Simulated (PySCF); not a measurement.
# How methods differ on the interval between two levels of Cd⁺

Cd⁺ [Kr] 4d10 5s1 [2S1/2, M_J = 1/2] → Cd⁺ [Kr] 4d10 5p1 [2P3/2, M_J = 3/2], as a difference of total energies. Calculation: PySCF 2.14, in x2c-SVPall-2c with one added diffuse shell each of s, p, d type (7s10p7d1f, 79 functions); the two-component X2C-1e Hamiltonian. Correlated levels: [Ar] 3d10 frozen; the 6 highest virtual spinors dropped. "Screened" scales the spin-orbit matrix elements by Boettger's factors to mimic the two-electron term; Breit and QED terms are absent.

```csv
method,interval between two levels (cm⁻¹),error (cm⁻¹)
GHF (spin-free),41631,-4987
GMP2 (spin-free),44057,-2562
GHF (screened spin-orbit),42311,-4308
GMP2 (screened spin-orbit),44824,-1795
```

Reference: 46619 cm⁻¹ (measured; NIST Handbook of Basic Atomic Spectroscopic Data (Sansonetti and Martin, J. Phys. Chem. Ref. Data 34, 1559 (2005))).

The spin-free rows lack the spin-orbit shift.

Errors of the correlated levels include the incompleteness of this basis and the frozen core.
